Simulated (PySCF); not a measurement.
# Polarisability and C₆ of Co (cobalt, neutral)

[Ar] 3d7 4s2, high-spin 4F determinant. All numbers are calculated (PySCF 2.14, no relativity, point nucleus, in def2-TZVPPD (6s6p4d2f1g, 67 functions)). Coupled (time-dependent) response in atomic units; α is the mean over directions.

```csv
method,mean α (bohr³),C₆ (like pair),S(−4)
wB97M-V,56.61,464.5,1740
```

S(−4) is the Cauchy moment in α(ω) = α(0) + S(−4) ω² + …

Reference α: 55 ± 4 bohr³ (recommended; Schwerdtfeger and Nagle, table of static dipole polarizabilities (2023 update)). Published C₆: 408.0 (Chu and Dalgarno (2004); Tang, Norbeck and Certain (1976)).

α(iu) at wB97M-V:

```json
{"u (hartree)": "0", "α(iu) (bohr³)": "56.61"}
{"u (hartree)": "0.0500", "α(iu) (bohr³)": "52.60"}
{"u (hartree)": "0.100", "α(iu) (bohr³)": "43.58"}
{"u (hartree)": "0.200", "α(iu) (bohr³)": "26.63"}
{"u (hartree)": "0.300", "α(iu) (bohr³)": "16.80"}
{"u (hartree)": "0.500", "α(iu) (bohr³)": "8.361"}
{"u (hartree)": "0.750", "α(iu) (bohr³)": "4.680"}
{"u (hartree)": "1.00", "α(iu) (bohr³)": "3.158"}
{"u (hartree)": "1.50", "α(iu) (bohr³)": "1.904"}
{"u (hartree)": "2.00", "α(iu) (bohr³)": "1.366"}
{"u (hartree)": "3.00", "α(iu) (bohr³)": "0.8512"}
{"u (hartree)": "5.00", "α(iu) (bohr³)": "0.4289"}
```
